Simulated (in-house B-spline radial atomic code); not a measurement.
## RPA and G0W0 on LDA exchange-only: Xe6+

Configuration [Kr] 4d10 5s2, mean-field start LDA exchange-only. Computed with an all-electron radial atomic-structure program (B-spline basis): all electrons, scalar-relativistic (spin-free one-electron X2C), finite nucleus, each spin shell either full or empty, empty states to l = 9 with an (l + 1/2)⁻⁴ tail; G0W0 by contour deformation at full frequency.

Command:
```bash
python run_gw.py task.json out
```
Settings (radii: box in bohr, nucleus in fm):
```
Z                        54
electrons                48
configuration            [Kr] 4d10 5s2
hamiltonian              x2c
method                   lda,
lmax                     9
rms_radius               4.7859
spin_polarised           False
box_radius               9.29
intervals                66
ion_configuration        [Kr] 4d10 5s1
```

Cost of the run: 8.8 s on 1 thread of Intel(R) Xeon(R) Platinum 8488C (shared host).

Energies (hartree):

```tsv
term	value
mean-field total	-7426.57926
Hartree-Fock functional on these orbitals	-7435.36426
direct second order	-4.4753
second-order exchange	1.2221
SOSEX correction	1.1369
```

(1) What is the RPA correlation energy, and what remains with SOSEX?

Quasi-particle levels (eV):

```tsv
level	occupied	mean field	Σx - vxc	Σc	QP weight	G0W0
5s	yes	-85.16	-4.84	?	?	?
4d	yes	-132.48	-15.05	0.96	0.935	-146.56
5p	no	-70.00	5.96	-1.87	0.962	-65.91
```

G0W0 = mean field + (Σx - vxc) + Σc, with Σc (partial-wave tail included) taken at the quasi-particle energy. Only the outer levels were computed. Levels of low weight are left out.

(2) Where does G0W0 put 5s?

(3) What does it cost to remove one electron (to [Kr] 4d10 5s1) by differences of total energies, each species on its own start (correlation terms add to the Hartree-Fock functional)?

Results:

(1) RPA gives -3.9338 hartree (-2.23 eV per electron); RPA + SOSEX gives -2.7969, and the second-order doubles -3.2532 hartree (no singles). RPA lacks exchange-type terms and so overcorrelates at short range.

(2) At -92.74 eV, with Σc = -2.75 eV and a quasi-particle weight of 0.965. The tabulated removal energy is 91.6 ± 0.5 eV (NIST, semi-empirical); the calculation leaves out spin-orbit coupling, Breit and QED terms, and what these don't explain is the method's own error.

(3) LDA exchange-only 91.36 eV, Hartree-Fock functional 89.62 eV, + RPA 92.58 eV, + RPA + SOSEX 91.94 eV, + second order 93.56 eV. Tabulated: 91.6 ± 0.5 eV (NIST, semi-empirical); the calculation leaves out spin-orbit coupling, Breit and QED terms, and what these don't explain is the method's own error.
